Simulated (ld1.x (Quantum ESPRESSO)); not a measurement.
# u(r) = r·R(r): atom against pseudo-atom (indium (In))

Columns: radius, all-electron u(r) and pseudo u(r) of the 5s shell (level -8.16 eV) of indium in the configuration [Kr] 4d10 5s2 5p1; BLYP, scalar-relativistic, TM scheme, ld1.x (Quantum ESPRESSO) 7.5.

| r (bohr) | all-electron | pseudo |
| --- | --- | --- |
| 0.182 | 0.1043 | 0.0502 |
| 0.364 | 0.0780 | 0.1017 |
| 0.546 | -0.2575 | 0.1558 |
| 0.728 | -0.3097 | 0.2139 |
| 0.910 | -0.1437 | 0.2768 |
| 1.092 | 0.0888 | 0.3448 |
| 1.274 | 0.3031 | 0.4167 |
| 1.456 | 0.4694 | 0.4897 |
| 1.638 | 0.5843 | 0.5586 |
| 1.820 | 0.6542 | 0.6169 |
| 2.002 | 0.6883 | 0.6580 |
| 2.184 | 0.6954 | 0.6777 |
| 2.366 | 0.6830 | 0.6756 |
| 2.548 | 0.6571 | 0.6552 |
| 2.730 | 0.6225 | 0.6222 |
| 2.912 | 0.5825 | 0.5825 |
| 3.094 | 0.5399 | 0.5399 |
| 3.276 | 0.4966 | 0.4966 |
| 3.458 | 0.4538 | 0.4538 |
| 3.640 | 0.4124 | 0.4124 |
| 3.822 | 0.3732 | 0.3732 |
| 4.004 | 0.3364 | 0.3364 |
| 4.186 | 0.3022 | 0.3022 |
| 4.368 | 0.2708 | 0.2708 |
| 4.550 | 0.2420 | 0.2420 |
| 4.732 | 0.2157 | 0.2157 |

(1) How many radial nodes do the two functions have?

(2) At about which radius was the pseudo-wave matched?

(3) Where does each function peak?

(4) Is the pseudo-wave norm-conserving?

## Answers

(1) The all-electron 5s function has n − l − 1 = 4 (the table is too coarse to show those close to the nucleus); the pseudo-wave has 0, since the states of the same l below it are removed with the core.

(2) 3.04 bohr. The columns agree to 0.0005 from 2.73 bohr on; several derivatives are matched, so the curves merge somewhat inside the radius.

(3) Outermost all-electron maximum near 2.18 bohr, pseudo maximum near 2.18 bohr (to the table’s step).

(4) Yes: the TM scheme keeps the norm inside the radius equal to the all-electron one, which fixes the energy derivative of the logarithmic derivative at the level.
